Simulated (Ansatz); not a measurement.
Calculated with Ansatz (gas phase, PBE0-D4/def2-TZVP geometries, no zero-point term in ΔE). CBS: MP2 limit from def2 TZ/QZ plus the TZ coupled-cluster correction, frozen cores. Functionals use def2-TZVPP. Elements past krypton have def2 core potentials. For Hf, In outer-core shells are correlated without core-valence functions, which leaves a few kJ/mol of doubt a bond. Each species was taken in one conformer, which may not be the lowest.

Consider the redistribution: `C[N](C)[Hf]([F])([F])[F]` + `CC[N](C)[InH2]` → `CC[N](C)[Hf]([F])([F])[F]` + `C[N](C)[InH2]`.

```csv
species,r2SCAN0-D4 energy (Eh)
`C[N](C)[Hf]([F])([F])[F]`,-482.33640
`CC[N](C)[InH2]`,-365.17359
`CC[N](C)[Hf]([F])([F])[F]`,-521.63953
`C[N](C)[InH2]`,-325.87041
```

**Question.** Work out ΔE.

**Answer.** ΔE = (-521.63953) + (-325.87041) − (-482.33640) − (-365.17359) = 0.00005 Eh = +0.1 kJ/mol. CCSD(T)/CBS gives +1.3 kJ/mol.

Largest T1 diagnostic among the species: 0.017.

At CCSD(T), def2-SVP lies −4.0 kJ/mol from the extrapolated value and def2-TZVPP −2.0 kJ/mol. Leaving LDA and LC-ωPBE aside and taking each functional with its dispersion term where it has one, the values, not all of them listed here, spread over 2.4 kJ/mol, from B2PLYP to B97M-V.
